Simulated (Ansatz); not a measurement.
Ideal-gas functions of CH5ClNSi, SMILES `C[N][SiH2]Cl` radical at 800 K and 1 bar, from an Ansatz frequency run at PBE0-D4/def2-TZVP.

Molar mass 94.6 g/mol, point group C1 (symmetry number 1), electronic degeneracy 2, moments of inertia 30.183, 252.979, 273.419 u Å². Harmonic wavenumbers (cm⁻¹, unscaled): 27, 75, 145, 259, 520, 560, 680, 715, 870, 928, 978, 1106, 1190, 1385, 1428, 1502, 2217, 2223, 2961, 3014, 3077.

Use S(trans) = R[1.5 ln M + 2.5 ln T − 1.1517]; rotational temperatures θ = 24.2544 K / I; S(rot) = R[ln(√π/σ · √(T³/θAθBθC)) + 1.5]; for each mode x = 1.438777 ν̃/T, S = R[x/(eˣ − 1) − ln(1 − e⁻ˣ)] and H = RT x/(eˣ − 1); 1 cm⁻¹ = 0.0119627 kJ/mol; R = 8.31446 J/(mol·K).

**Question.** By hand: the entropy, in J/(mol·K).

**Answer.** Translation 186.1. Rotation: θ = 0.8036, 0.0959, 0.0887 K, giving 121.3. Vibration, mode by mode: 33.47, 24.98, 19.51, 14.74, 9.17, 8.60, 7.14, 6.77, 5.39, 4.96, 4.61, 3.84, 3.41, 2.59, 2.44, 2.19, 0.78, 0.78, 0.26, 0.24, 0.22, in all 156.1. Electronic 5.8. Sum 469.3 J/(mol·K).

**Question.** By hand: H − E and G − E in kJ/mol, counted from the electronic energy.

**Answer.** Zero-point energy ½ × 25860 × 0.0119627 = 154.7; thermal vibration 55.7; translation, rotation and pV give 4 RT = 26.6. H − E = 237.0 kJ/mol, and G − E = 237.0 − 800 × 469.3/1000 = -138.4 kJ/mol.

Vibration gives 33 % of the entropy, 78.0 J/(mol·K) of it from the modes under 150 cm⁻¹: soft modes count most, and the harmonic formula is weakest for them. The sum counts one conformer and one mirror image; others add a mixing term.
